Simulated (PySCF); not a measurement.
All values below come from B3LYP-D3(BJ)/def2-SVP (PySCF 2.14.0). Isolated molecules, 0 K electronic values unless said otherwise. One relaxed conformer stands for a flexible species; it need not be the lowest. B3LYP has the VWN-RPA correlation part, as in Gaussian. Excitations are Tamm–Dancoff values on a coarser integration grid. The basis has no diffuse functions, so Rydberg states are missing or too high.

Reference species (SMILES): `C(c1ccc(cc1)C=O)=O` (O–C–C–C torsion 0°, C–C–C–O torsion 180°) (neutral, multiplicity 1).

```
Property               Result
-------------------  --------
HOMO–LUMO gap         4.60 eV
LUMO                 -2.84 eV
HOMO                 -7.44 eV
T1 excitation (TDA)   2.90 eV
```

Changed species: `C#Cc1ccc(C#C)cc1` (X = ethynyl; the reference has X = formyl).

Problem. Predict the effect on the HOMO–LUMO gap, LUMO, HOMO and T1 excitation (TDA).

Solution. the HOMO–LUMO gap rises by 0.11 eV, to 4.71 eV; the LUMO rises by 1.15 eV, to -1.69 eV; the HOMO increases by 1.04 eV, to -6.40 eV; the T1 excitation (TDA) increases by 0.14 eV, to 3.04 eV.
